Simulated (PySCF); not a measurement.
# Orbital picture of HgBr

PBE0 at R = 2.573 Å; PySCF, scalar-relativistic core potentials, basis sets Hg cc-pVDZ-PP with ECP60, Br cc-pVDZ-PP with ECP10. State: ²Σ⁺ (doublet), unpaired electrons σ ↑. Only the outer orbitals are listed, counted within each symmetry, core potentials removing the inner ones.

```csv
spin,orbital,occ.,ε (eV),on Hg (%),main shells (%)
α,8σ,1,-10.30,53,"46 Br p, 45 Hg s"
α,5π,1,-8.09,4,96 Br p
α,5π,1,-8.09,4,96 Br p
α,9σ,1,-7.15,64,"50 Hg s, 36 Br p, 12 Hg p"
α,6π,0,-1.01,98,98 Hg p
α,6π,0,-1.01,98,98 Hg p
α,10σ,0,0.32,100,95 Hg p
β,8σ,1,-9.54,57,"51 Hg s, 42 Br p"
β,5π,1,-7.90,4,96 Br p
β,5π,1,-7.90,4,96 Br p
β,9σ,0,-4.56,60,"48 Hg s, 40 Br p, 10 Hg p"
β,6π,0,-0.64,98,98 Hg p
β,6π,0,-0.64,98,98 Hg p
```

Q: Which are the highest filled and the lowest empty level, where do they sit, and how wide is the gap?

A: Highest filled α 9σ at -7.15 eV (in %: 50 Hg s, 36 Br p, 12 Hg p); lowest empty β 9σ at -4.56 eV (in %: 48 Hg s, 40 Br p, 10 Hg p); the gap at PBE0 is 2.59 eV.

- bond order (Mayer): 0.90
- ⟨S²⟩: 0.756
- charge on Hg (Mulliken, basis-dependent): 0.25
- charge on Hg (Löwdin, basis-dependent): 0.09
- dipole moment (positive dipole means Hg(−)Br(+)): -2.58 D
- polarisability along the bond: 82.8 bohr³
- polarisability across the bond: 39.3 bohr³

Spin–orbit coupling is left out. The state is the lowest determinant that a PBE0 search found; another state may lie lower at other levels.
